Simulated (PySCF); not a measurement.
3-silyloxypropanenitrile (C₃H₇NOSi), SMILES C(#N)CCO[SiH3].

The structure is a stationary point at PBE-D3(BJ)/def2-SVP. One conformer was computed; it need not be the lowest.

Calculation: PBE-D3(BJ)/def2-SVP run with PySCF.

Frequencies are harmonic and unscaled.

```tsv
mode	ν (cm⁻¹)	IR (km/mol)	moving atoms (share of kinetic energy)
1	43	0.1	C 30 %, H 28 %, O 25 %, Si 14 %
2	84	6.4	H 55 %, C 22 %, N 15 %
3	97	3.5	N 34 %, C 22 %, Si 20 %, H 13 %, O 11 %
4	146	5.2	H 57 %, O 23 %, C 17 %
5	210	5.3	C 34 %, O 29 %, N 19 %, H 15 %
6	322	0.6	C 37 %, Si 29 %, N 14 %, H 13 %
7	380	0.0	C 60 %, H 23 %, N 17 %
8	506	3.7	C 75 %, N 10 %, H 8 %
9	681	48.3	H 83 %, Si 9 %
10	707	44.0	H 81 %, Si 11 %
11	770	0.0	H 85 %, C 14 %
12	790	31.9	O 46 %, C 21 %, Si 20 %, H 10 %
13	896	60.8	H 96 %
14	915	135.4	H 93 %
15	945	270.1	H 86 %, Si 10 %
16	957	26.9	C 52 %, H 27 %, N 18 %
17	1036	2.0	H 59 %, C 39 %
18	1040	1.8	C 75 %, H 23 %
19	1132	270.0	O 55 %, C 36 %
20	1177	0.8	H 81 %, C 16 %
21	1244	0.2	H 63 %, C 35 %
22	1262	0.3	H 94 %
23	1370	39.3	H 71 %, C 28 %
24	1390	5.6	H 92 %
25	1448	6.0	H 92 %
26	2151	75.8	H 98 %
27	2153	133.4	H 96 %
28	2214	93.2	H 96 %
29	2300	12.1	C 62 %, N 38 %
30	2920	30.7	H 95 %
31	2966	25.6	H 90 %, C 10 %
32	2990	2.2	H 95 %
33	3045	1.2	H 90 %, C 10 %
```
